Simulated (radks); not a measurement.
The numbers below are computed, except where a source is named.
Spherical quantum dot in the effective-mass picture: electrons in a hard-walled sphere of radius 6.39, all in effective atomic units (hartree* = m*/eps^2 hartree, bohr* = eps/m* bohr), one dielectric constant everywhere. Level of theory: non-relativistic Kohn-Sham, LDA (Slater exchange, Perdew-Wang correlation), spin-polarised, spherical densities (a radial shooting solver with Libxc functionals). Levels are named by radial order and angular momentum (1s, 1p, 1d, 2s, ...), and open shells are averaged over m. Results are scaled to m* = 0.203 and eps = 14, for which hartree* = 28.18 meV and bohr* = 3.649 nm.

N = 14, configuration 1s2 1p6 1d(up 5, down 1). This is the lowest configuration that the search found. Occupied and some empty levels:

level,occupation,eigenvalue (meV),<r> (nm)
1s up,1,78.644,16.05
1s down,1,79.547,15.96
1p up,3,80.341,16.51
1p down,3,81.273,16.47
1d up,5,83.368,16.96
1d down,1,84.321,16.94
1f up,0,87.561,17.35
1f down,0,88.525,17.35
2s up,0,92.237,10.56
2s down,0,92.632,10.51
2p up,0,97.833,12.31
2p down,0,98.358,12.26

Energy (meV): total 613.491, kinetic 147.69, external 0, Hartree 558.99, exchange-correlation -93.188.

Electron density:

r (nm),n(r) (e/nm^3)
1.84,0.00001563
3.58,0.00002355
5.32,0.00004006
7.05,0.00007033
8.80,0.0001214
10.5,0.0001995
12.3,0.0003048
14.0,0.0004207
15.8,0.0005042
17.5,0.0004930
19.2,0.0003522
21.0,0.0001436
22.7,9.823e-06
